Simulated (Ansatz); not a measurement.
CH5FGeOSi can be A, `F[C]1([GeH3])O[SiH2]1`, or B, `O=[C]([SiH3])[GeH2][F]`.

Calculated with Ansatz (gas phase, PBE0-D4/def2-TZVP geometries, no zero-point term in ΔE). CCSD(T)/CBS is the MP2 limit (def2-TZVPP, def2-QZVPP) plus CCSD(T) − MP2 in def2-TZVPP, frozen cores. Functionals use def2-TZVPP. B3LYP here is the variant with VWN-RPA as its local correlation; programs differ in this. For Ge outer-core shells are correlated without core-valence functions, which leaves a few kJ/mol of doubt a bond. Scalar relativity is left out up to krypton. Each species was taken in one conformer, which may not be the lowest.

A:

```xyz
10

F    -1.017    0.684   -1.529
C    -0.415    0.098   -0.442
Ge    1.542    0.317   -0.511
O    -0.871   -1.243   -0.268
Si   -1.469   -0.311    0.994
H     2.111   -0.264    0.792
H     1.868    1.813   -0.609
H     2.100   -0.439   -1.725
H    -0.930   -0.620    2.336
H    -2.918   -0.034    0.963
```

B:

Z-matrix (Å, degrees):
```
Si
C 1 1.939
H 1 1.484 2 107.6
H 1 1.485 2 107.6 3 118.1
H 1 1.483 2 108.9 3 -120.9
Ge 2 2.022 1 119.0 3 -59.0
O 2 1.206 1 122.7 3 121.0
F 6 1.750 2 103.8 1 -0.1
H 6 1.536 2 113.0 1 115.1
H 6 1.536 2 113.0 1 -115.3
```

**Question.** Which isomer does CCSD(T)/CBS put lower? Give the gap. (Best estimate.)

**Answer.** The calculation gave: B, by 22.0 kcal/mol.

**Question.** Give E(B) − E(A) in kcal/mol with B2PLYP, r2SCAN-D4, ωB97M-V, CCSD(T)/def2-TZVPP, HF/def2-TZVPP, B3LYP-D4, PBE-D4. (Best estimate.)

**Answer.** The calculation gave: B2PLYP -24.5, r2SCAN-D4 -20.4, ωB97M-V -21.3, CCSD(T)/def2-TZVPP -23.1, HF/def2-TZVPP -31.3, B3LYP-D4 -25.0, PBE-D4 -20.5. None reverses the order clearly.

Largest T1 diagnostic: 0.015.

In def2-TZVPP, CCSD(T) changes the Hartree–Fock value by +8.2 kcal/mol (the triples alone add +0.7 kcal/mol) and MP2 by +9.3 kcal/mol.
